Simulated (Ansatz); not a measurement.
Input file for Ansatz (an electronic-structure program): U-CCSD(T)/cc-pVTZ on H (SMILES [H]).

Ansatz 0.2 input:
```yaml
crystal:
  periodic: [false, false, false]
  atoms:
    - {symbol: H, position_ang: [0.00000000, 0.00000000, 0.00000000]}
basis:
  gaussian:
    orbitals: cc-pVTZ
magnetization: {spin_polarized: true, initial_magnetization: 1}
correlation: {method: ccsd_t, electrons: outside_noble_gas}
scf: {omitted_lower_state_checks: [cluster_reference]}
```

It printed:

```
WARN ansatz: RAYON_NUM_THREADS=1 ignored (pool sized by the plan → 1); use --threads N
Functional definition: HF
these checks for a lower state are left out or cut short: cluster_reference
integrals: 0.00 GiB planned
65 factors; integrals over basis functions are off by at most 1.6e-4 eV
mean field: 0.03 GiB planned
mean field evaluation 1: about -13.5529 eV, gradient 1.7e0 eV
mean field evaluation 2: about -13.5529 eV, gradient 1.7e0 eV
mean field evaluation 4: about -13.6007 eV, gradient 2.7e-3 eV
mean field evaluation 8: about -13.6005 eV, gradient 3.0e-11 eV
mean field -13.60051782 eV, -0.4998098113 hartree, gradient 2.0e-7 eV, S^2 0.750000; 0 other end points of the search recorded, 0 dependent functions left out
reference -13.60051782 eV, -0.4998098113 hartree; 1, 0 occupied and 13, 14 virtual orbitals, 65 factors
second order 0.00000000 eV of doubles, -0.00000000 eV of singles
coupled cluster: 0.03 GiB planned
cycle   1  -0.00000000 eV  change  -9.8e-17 eV  update   1.2e-9
perturbative correction 0.00000000 eV, 0.0000000000 hartree
Total energy: -13.60051782 eV, -0.4998098113 hartree
Checks for a lower state left out: cluster_reference
```

The run converged.

Cost: around 0.07 core-seconds (rough).
